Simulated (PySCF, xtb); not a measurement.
C5H8, SMILES C=CC1CC1.

GFN2-xTB (xtb) at its own geometry gives an orbital gap of 4.96 eV and a dipole moment of 0.53 D.

Coordinates come from a B3LYP-D3(BJ)/def2-SVP optimisation. Other conformers were not sampled.

What does PBE/def2-TZVP (PySCF) give? (An estimate is asked for; the answer gives what the named calculation found.)

gap 5.11 eV (levels -5.77 and -0.66 eV), dipole 0.64 D.
